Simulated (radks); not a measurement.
Problem. The mean radii <r> (bohr) of the occupied orbitals of an atom or ion are listed with their occupations. Method: non-relativistic Kohn-Sham, LB94 model potential, spin-polarised, spherical densities, point nucleus; computed with a radial shooting solver on a logarithmic mesh with Libxc functionals.

orbital  occ.      <r>
1s up       1  0.01822
1s down     1  0.01822
2s up       1  0.07639
2s down     1  0.07639
2p up       3  0.06447
2p down     3  0.06447
3s down     1   0.1884
3s up       1   0.1883
3p up       3   0.1787
3p down     3   0.1788
3d up       5   0.1551
3d down     5   0.1552
4s up       1   0.3624
4s down     1   0.3619
4p up       1   0.3569

Name the element and its charge. Open shells, if any, are filled with parallel spins first.

Solution. Z = 83, bismuth, charge +52: Bi52+ in [Ar] 3d10 4s2 4p1. The 1s radius gives Z: for a bare nucleus <r> = 1.5/Z, 0.01807 bohr for Z = 83, and screening makes it slightly larger (0.01822 here). The occupations add up to 31, and the charge is Z minus that.
